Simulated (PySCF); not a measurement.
## Mn(2+) (manganese, charge +2) across methods

[Ar] 3d4 4p1, one real determinant (an excited configuration). Calculation: PySCF 2.14, in aug-cc-pVTZ-DK; the spin-free X2C one-electron Hamiltonian (Gaussian nucleus). The B2PLYP total includes its PT2 part (frozen core); its orbital energies are those of the SCF part.

| method | E (hartree) | mean ε 3p β (eV) | mean ε 3d α (eV) | mean ε 4p α (eV) | Σ⟨r²⟩ (bohr²) | ⟨S²⟩ |
| --- | --- | --- | --- | --- | --- | --- |
| r2SCAN | -1157.174 | -78.020 | -33.533 | -17.316 | 22.70 | 8.751 |
| LDA | -1154.732 | -77.256 | -33.099 | -17.328 | 22.63 | 8.750 |
| M06-L | -1157.140 | -77.990 | -33.157 | -17.053 | 22.66 | 8.751 |
| UHF | -1156.13843 | -87.980 | -43.166 | -19.416 | 23.20 | 8.752 |
| PBE0 | -1156.994 | -80.259 | -35.678 | -17.918 | 22.76 | 8.751 |
| M06-2X | -1157.212 | -83.383 | -38.241 | -18.584 | 22.72 | 8.751 |
| HSE06 | -1157.013 | -79.860 | -35.227 | -17.553 | 22.75 | 8.751 |
| PBE | -1156.956 | -77.160 | -32.941 | -17.270 | 22.71 | 8.750 |
| B2PLYP | -1156.938 | -83.190 | -38.386 | -18.397 | 22.89 | 8.751 |

⟨L²⟩ = 8.01 against 12 for a pure F term, so this real determinant mixes terms.
